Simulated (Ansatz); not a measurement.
A nudged elastic band was laid between two geometries of Cl3HOZr + H2 (8 atoms, charge 0, multiplicity 1).

Theory: RKS CAM-B3LYP/def2-SVP (Ansatz).

```json
{
 "movable images": "7",
 "climbing image": "yes",
 "spring": "5.0 eV/Å²",
 "optimiser": "quadratic models (default)",
 "start path": "through a guess of the saddle point",
 "force threshold": "0.05 eV/Å",
 "iteration limit": "60",
 "end points": "relaxed"
}
```

Initial state:

```xyz
8
Properties=species:S:1:pos:R:3
Zr -0.266 0.315 -0.188
O -0.322 0.107 1.683
H -0.374 0.035 2.640
Cl 1.963 0.564 -0.873
Cl -1.487 2.233 -0.765
Cl -1.228 -1.567 -1.205
H 1.598 -2.777 1.768
H 1.176 -2.178 1.978
```

Final state:

```xyz
8
Properties=species:S:1:pos:R:3
Zr 0.405 -0.084 -0.095
O -0.437 -0.729 1.958
H -1.190 -1.341 1.948
Cl 1.750 -0.046 -2.007
Cl -0.147 2.151 0.342
Cl -1.310 -1.622 -0.726
H 1.824 -0.618 0.947
H 0.166 -0.979 2.672
```

(1) Which bonds break or form, and what moves?

(2) What energy profile does the band end with?

(3) What is the geometry of the highest image?

Results:

(1) Bonds broken: H7–H8. Bonds formed: Zr1–H7, O2–H8. Cl3HOZr + H2 becomes Cl3H3OZr.

(2) The forces met the threshold. The highest image is number 5 of 0 to 8, 1.51 eV above the first end and 0.57 eV above the last; the last end lies 0.94 eV above the first. A vibrational analysis at the climbing image gives 2 clearly imaginary modes (1211i, 58i cm⁻¹): a point of higher order. A lower path may pass nearby, or the ends, which weren't checked, may share the extra mode. The orbitals stay closed-shell, which can raise the energy where a bond breaks towards radicals; this wasn't checked here.

```json
{"image": "0", "path coordinate (Å)": "0.00", "energy (eV)": "0.00", "H7–H8 (Å)": "0.76", "Zr1–H7 (Å)": "4.11", "O2–H8 (Å)": "2.75"}
{"image": "1", "path coordinate (Å)": "0.72", "energy (eV)": "0.00", "H7–H8 (Å)": "0.76", "Zr1–H7 (Å)": "3.84", "O2–H8 (Å)": "3.07"}
{"image": "2", "path coordinate (Å)": "1.44", "energy (eV)": "0.03", "H7–H8 (Å)": "0.76", "Zr1–H7 (Å)": "3.38", "O2–H8 (Å)": "2.66"}
{"image": "3", "path coordinate (Å)": "2.16", "energy (eV)": "0.20", "H7–H8 (Å)": "0.76", "Zr1–H7 (Å)": "2.87", "O2–H8 (Å)": "2.28"}
{"image": "4", "path coordinate (Å)": "2.88", "energy (eV)": "0.57", "H7–H8 (Å)": "0.78", "Zr1–H7 (Å)": "2.37", "O2–H8 (Å)": "1.88"}
{"image": "5", "path coordinate (Å)": "3.60", "energy (eV)": "1.51", "H7–H8 (Å)": "1.07", "Zr1–H7 (Å)": "2.02", "O2–H8 (Å)": "1.18"}
{"image": "6", "path coordinate (Å)": "4.42", "energy (eV)": "1.07", "H7–H8 (Å)": "1.87", "Zr1–H7 (Å)": "1.86", "O2–H8 (Å)": "0.97"}
{"image": "7", "path coordinate (Å)": "5.24", "energy (eV)": "0.96", "H7–H8 (Å)": "2.33", "Zr1–H7 (Å)": "1.84", "O2–H8 (Å)": "0.97"}
{"image": "8", "path coordinate (Å)": "6.06", "energy (eV)": "0.94", "H7–H8 (Å)": "2.42", "Zr1–H7 (Å)": "1.84", "O2–H8 (Å)": "0.97"}
```

(3) 
```xyz
8
Properties=species:S:1:pos:R:3:forces:R:3
Zr 0.172 -0.218 -0.036 0.00 0.01 0.01
O -0.295 -0.366 2.026 -0.03 -0.01 0.00
H -1.008 -0.581 2.641 0.00 0.01 0.00
Cl 2.054 0.009 -1.419 0.00 0.00 0.00
Cl -0.743 1.942 -0.190 0.00 -0.01 0.00
Cl -1.243 -1.797 -0.999 -0.01 0.00 0.00
H 1.444 -1.245 1.151 0.02 0.00 0.00
H 0.678 -1.012 1.864 0.00 0.01 -0.01
```

Time of the run: 3.6 min on 4 threads of Arm Neoverse V2, on a shared host, peak memory 0.36 GiB.
